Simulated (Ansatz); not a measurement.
The first iterations of a band of ClF2HOTi + H3P (10 atoms, charge 0, multiplicity 1).

Computed with Ansatz, RKS PBE/def2-SVP.

| Quantity | Value |
| --- | --- |
| movable images | 7 |
| climbing image | yes |
| spring | 5.0 eV/Å² |
| optimiser | quadratic models (default) |
| start path | through a guess of the saddle point |
| force threshold | 0.05 eV/Å |
| iteration limit | 60 |
| end points | relaxed |

Image 0:

```xyz
10
Properties=species:S:1:pos:R:3
Ti 0.420 -0.158 0.026
Cl 0.913 -0.130 2.179
O 1.904 -0.070 -0.929
H 2.616 -0.689 -1.171
F -0.590 1.208 -0.392
F -0.402 -1.660 -0.343
P -3.483 0.275 1.272
H -2.861 -0.762 0.486
H -4.072 -0.691 2.167
H -2.316 0.412 2.108
```

Image 8:

```xyz
10
Properties=species:S:1:pos:R:3
Ti -0.619 -0.394 -0.770
Cl 0.809 0.829 2.821
O 0.804 -0.843 0.163
H 1.173 -0.345 0.938
F -0.582 1.234 -1.413
F -1.066 -1.633 -1.925
P -2.136 -0.221 1.192
H -3.381 0.120 0.559
H -2.399 -1.628 1.326
H -0.475 0.615 2.511
```

| iteration | highest image above the first end (eV) | largest band force component (eV/Å) |
| --- | --- | --- |
| 1 | 20.044 | 85.069 |
| 2 | 4.333 | 15.957 |
| 3 | 2.870 | 10.232 |
| 4 | 1.921 | 3.294 |
| 5 | 1.846 | 1.365 |
| 6 | 1.783 | 1.576 |
| 7 | 1.702 | 1.518 |
| 8 | 1.999 | 5.770 |
| 9 | 1.600 | 2.092 |
| 10 | 1.525 | 0.673 |

**Question.** Does the band converge within its limit, and where does its top end?

**Answer.** The forces met the threshold. It ended after 30 iterations with the highest image 1.398 eV above the first end. A structure lower than the first end lies on the path between it and the top, so the climb from that side starts below the end, which may itself be a saddle point or a shallow side well. A vibrational analysis at the climbing image gives 2 clearly imaginary modes (443i, 66i cm⁻¹): a point of higher order, so a lower path passes nearby. The orbitals stay closed-shell, which can raise the energy where a bond breaks towards radicals; this wasn't checked here.

Run time: 3.5 min on 4 threads of Intel(R) Xeon(R) 6975P-C (Granite Rapids) (shared host), peak memory 0.22 GiB.
